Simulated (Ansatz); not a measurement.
Abridged output of a molecular run in Ansatz:

```
Functional definition: HF
1744 factors; integrals over basis functions are off by at most 8.8e-4 eV
mean field evaluation 1: about -25952.2919 eV, gradient 4.9e1 eV
mean field evaluation 2: about -25952.5704 eV, gradient 4.9e1 eV
mean field evaluation 4: about -25957.7179 eV, gradient 4.0e0 eV
mean field evaluation 8: about -25957.7992 eV, gradient 1.7e-1 eV
mean field -25957.79931320 eV, -953.9315299316 hartree, gradient 6.3e-6 eV, S^2 0.000000; 0 other end points of the search recorded, 0 dependent functions left out
17 core orbitals not correlated: weight in the atoms' cores, before any rotation towards them, 1.000 or more for the frozen orbitals, at most 0.000 for the correlated occupied ones
reference -25957.79931320 eV, -953.9315299316 hartree; 15, 15 occupied and 268, 268 virtual orbitals, 1744 factors
second order -21.17853915 eV of doubles, -0.00000000 eV of singles
cycle   1  -22.03330462 eV  change   -8.5e-1 eV  update   1.1e-1
cycle   2  -22.67472288 eV  change   -6.4e-1 eV  update   3.3e-2
cycle   3  -22.78800810 eV  change   -1.1e-1 eV  update   1.6e-2
cycle   4  -22.77455651 eV  change    1.3e-2 eV  update   3.9e-3
cycle   5  -22.77413167 eV  change    4.2e-4 eV  update   1.7e-3
cycle   6  -22.77450341 eV  change   -3.7e-4 eV  update   5.1e-4
cycle   7  -22.77418057 eV  change    3.2e-4 eV  update   2.0e-4
cycle   8  -22.77413397 eV  change    4.7e-5 eV  update   6.4e-5
cycle   9  -22.77416306 eV  change   -2.9e-5 eV  update   2.7e-5
perturbative correction -0.79951976 eV, -0.0293818091 hartree
Total energy: -25981.37299602 eV, -954.7978467965 hartree
```

Its atoms:

Cartesian coordinates in Å:
```
O -1.695 0.424 2.474
Si -1.850 0.353 0.837
N -0.368 0.538 -0.016
Si 1.004 -0.536 0.000
Al 2.146 -0.582 -2.180
H -1.291 1.208 2.847
H -2.741 1.431 0.328
H -2.426 -0.991 0.615
H -0.281 1.379 -0.566
H 0.476 -1.880 0.377
H 1.983 -0.184 1.079
H 3.213 -1.705 -2.537
H 1.831 0.545 -3.260
```

Q: Which basis set was used?
A. def2-TZVPP
B. cc-pV(Q+d)Z
C. def2-SVPD
D. def2-TZVPPD

A: A. It gives 300 functions.

Q: Write the keys of the input that set method, charge and spin (a neutral closed shell needs none for the last two).

A: 
```yaml
correlation: {method: ccsd_t}
```
